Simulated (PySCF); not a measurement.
C₃H₆FNSi, SMILES F[SiH2]N1C=CC1.

The structure is a stationary point at B3LYP-D3(BJ)/def2-SVP. The structure was generated by enumeration, and PubChem lists no compound with its InChIKey, so it may never have been made. The values are those of a single conformer.

Level of theory: ωB97X/def2-TZVP (PySCF).

Isolated molecule, no solvent.

Computed frontier levels, gap, dipole moment and polarisability:
```
Property                                                                                                       Result
---------------------------------------------------------------------------------------------  ----------------------
highest occupied level                                                                                       -8.62 eV
lowest empty level                                                                                            2.42 eV
orbital gap                                                                                                  11.04 eV
dipole moment                                                                                                  1.66 D
quadrupole, principal values (traceless, Buckingham form, about the centre of nuclear charge)   -8.04, 2.26, 5.78 D·Å
mean static polarisability                                                                       64.7 bohr³ (9.58 Å³)
polarisability, principal values                                                               48.8, 63.7, 81.5 bohr³
```
